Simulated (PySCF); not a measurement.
dimethyl(silyl)silane (C2H10Si2), SMILES C[SiH](C)[SiH3]. Heavy atoms are numbered as in [SiH3:1][SiH:2]([CH3:3])[CH3:4]. Hydrogens are named by the atom that carries them.

Coordinates come from a r2SCAN-D4/def2-SVP optimisation.

All values below come from PBE/pcSseg-1 (PySCF).

GIAO shieldings, no solvent; atoms alike by connectivity are averaged. δ = σ(ref) − σ: ²⁹Si against TMS (σ = 335.4 ppm); ¹³C against TMS (σ = 182.0 ppm); ¹H against TMS (σ = 31.49 ppm), references at their B3LYP-D3(BJ)/def2-TZVP geometries, non-relativistic.

```tsv
atoms	nucleus	count	δ (ppm)
Si2 (SiH)	²⁹Si	1	(withheld)
Si1 (SiH3)	²⁹Si	1	-109.7
C3 (CH3)	¹³C	2	-1.6
H on Si2	¹H	1	4.66
H on Si1	¹H	3	(withheld)
H on C3	¹H	6	(withheld)
```

Task: Complete the blanks. (An estimate is asked for; the answer gives what the named calculation found.)

Result: 
- H on C3, δ (ppm): 0.61
- H on Si1, δ (ppm): 3.72
- Si2 (SiH), δ (ppm): -40.5
